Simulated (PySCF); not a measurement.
Species: C5H7N3O.
SMILES: `CC(=O)c1cn(C)nn1`

The closed-shell SCF was solved with PySCF and density fitting under several settings on one GFN2-xTB geometry (grid level 2 and gas phase unless stated).

| settings | basis functions | SCF cycles | E (Eh) | HOMO (eV) | LUMO (eV) | dipole (D) |
| --- | --- | --- | --- | --- | --- | --- |
| PBE0/pcSseg-1 | 188 | 15 | -433.6511 | -7.39 | -1.29 | 4.01 |
| B3LYP/def2-SVPD | 239 | 16 | -433.8955 | -7.20 | -1.65 | 3.93 |
| revPBE/pcSseg-1, damping 0.2 at the start, DIIS from the seventh cycle | 188 | 43 | -434.0338 | -5.61 | -2.16 | 3.93 |
| PBE0/MINI | 52 | 14 | -430.3145 | -8.59 | -2.80 | 3.82 |
| revPBE/6-31G* | 140 | 18 | -434.0659 | -5.24 | -1.83 | 3.81 |

Estimate the rows for these settings: (1) KT3/3-21G; (2) WP04/6-311G**; (3) PBE0/pcSseg-1, IEF-PCM tetrahydrofuran.

```json
{"settings": "KT3/3-21G", "basis functions": "95", "SCF cycles": "18", "E (Eh)": "-438.2854", "HOMO (eV)": "-5.50", "LUMO (eV)": "-1.83", "dipole (D)": "3.93"}
{"settings": "WP04/6-311G**", "basis functions": "204", "SCF cycles": "18", "E (Eh)": "-444.0545", "HOMO (eV)": "-8.39", "LUMO (eV)": "-3.45", "dipole (D)": "3.92"}
{"settings": "PBE0/pcSseg-1, IEF-PCM tetrahydrofuran", "basis functions": "188", "SCF cycles": "14", "E (Eh)": "-433.6653", "HOMO (eV)": "-7.64", "LUMO (eV)": "-1.36", "dipole (D)": "4.94"}
```

Over all rows, what range does the HOMO–LUMO gap span?

From 3.41 eV (revPBE/6-31G*) to 6.28 eV (PBE0/pcSseg-1, IEF-PCM tetrahydrofuran). The functional of the narrowest has no exact exchange, that of the widest 25 % exact exchange.

And the dipole moment?

From 3.81 D (revPBE/6-31G*) to 4.94 D (PBE0/pcSseg-1, IEF-PCM tetrahydrofuran); the largest is 1.30 times the smallest, and the median is 3.93 D.

Compare two rows with the functional revPBE: revPBE/pcSseg-1, damping 0.2 at the start, DIIS from the seventh cycle and revPBE/6-31G*. Which energy is lower, and by how much?

revPBE/6-31G* (140 functions) lies 0.0321 Eh or 20 kcal/mol below revPBE/pcSseg-1, damping 0.2 at the start, DIIS from the seventh cycle (188 functions). The smaller set gives the lower energy; the two sets aren't nested, so the variational bound doesn't order them by size.

Cycle counts include a coarse-grid stage where the run had one. All basis functions are spherical, in the Pople sets too. KT3 and WP04 were designed for NMR shieldings or shifts; total energies of different functionals aren't comparable. The species at its GFN2-xTB geometry (one conformer only).

The values belong to the conformer `[CH3:1][C:2](=[O:3])[c:4]1[cH:5][n:6]([CH3:7])[n:8][n:9]1`: C1–C2–C4–C5 -179°.
